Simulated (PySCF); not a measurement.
**Structure from 2D NMR**

Compound of formula C3H10OSi3. Correlations simulated from computed shifts and the bond graph:

HSQC (one-bond C–H):
```tsv
δH	δC
9.88	205.7
3.04	43.7
2.11	10.5
1.80	10.5
```

COSY cross peaks (H two or three bonds apart, from the bond graph; peaks can be absent where the dihedral angle is near 90°):
```tsv
δH	δH
9.88	3.04
4.75	4.74
4.75	4.74
4.75	2.11
4.75	1.80
4.74	4.74
4.74	3.69
4.74	3.04
4.74	2.11
4.74	1.80
3.04	2.11
3.04	1.80
2.11	1.80
```

HMBC (two and three bonds, from the bond graph):
```tsv
δH	δC
9.88	43.7, 10.5
4.75	43.7, 10.5
4.74	205.7, 43.7, 10.5
4.74	43.7, 10.5
3.69	43.7
3.04	205.7, 10.5
2.11	205.7, 43.7
1.80	205.7, 43.7
```

[PySCF 2.14.0 with density-fitted response routines: coordinates at the GFN2-xTB level; σ from GIAO-PBE0/pcSseg-1; a single conformation; no solvent model; rapidly exchanging positions averaged; relativity neglected]

Scale: 1H (31.72 ppm) and 13C (186.93 ppm) vs TMS (reference shieldings calculated alike).

Exchangeable hydrogens are left out of these lists.

Question: Work out the connectivity.

Answer: `O=C[C@@H]1C[SiH2][Si@H]1[SiH3]`.

Atoms are numbered as in `[O:1]=[CH:2][C@@H:3]1[CH2:4][SiH2:5][Si@H:6]1[SiH3:7]`. Hydrogens are named by the atom that carries them. Ha(C4), Ha(Si5) are cis to C2 on the ring; Hb(C4), Hb(Si5) are trans to C2 on the ring.

- δC 205.7 is C2, an aldehyde carbonyl carbon (δH 9.88).
- δC 43.7 is C3, an sp3 CH bonded to Si, α to a carbonyl (δH 3.04).
- δC 10.5 is C4, an sp3 CH2 bonded to Si (δH 2.11, 1.80).
- COSY links 9.88–3.04, 4.75–4.74, 4.75–4.74, 4.75–2.11, 4.75–1.80, 4.74–4.74.

This is the structure that produced the data.

Shifts are as computed. Against solution values, carbons near 30 ppm lie about +3 ppm off and those near 130 ppm about +5 ppm. Of 1309 compounds with measured shifts, 239 miss one by over three times the rms of a fit or turn the order of signals round; such compounds aren't used in these exercises.
